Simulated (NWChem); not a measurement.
InHOClF; SMILES [OH][In]([F])[Cl]

```xyz
5

In    -0.0100     0.2421     0.0000
F      1.7248     1.1363     0.0000
Cl    -0.0271    -2.0717     0.0000
O     -1.6447     1.3544     0.0000
H     -1.4164     2.2932     0.0000
```
Atoms are numbered in this order, from 1.

Program: NWChem. Geometry: optimised at PBE0/def2-SVP. def2 effective core potentials on In; no spin-orbit coupling. Level r2SCAN/def2-SVP: energy and gradient on several grids; changes count from the extra-fine grid, which is no exact limit either.

### Question
Which is the coarsest grid (fine; coarse; xfine; xcoarse; medium) from which on the energy stays within 100 μHa and each gradient component within 200 μHa/bohr of xfine?

### Answer
fine.
| grid | size of the energy change (μHa) | largest change of a gradient component (μHa/bohr) |
|---|---|---|
| xcoarse | 2000 | 10000 |
| coarse | 400 | 1000 |
| medium | 200 | 200 |
| fine | 10 | 60 |
| xfine | < 10 | < 30 |
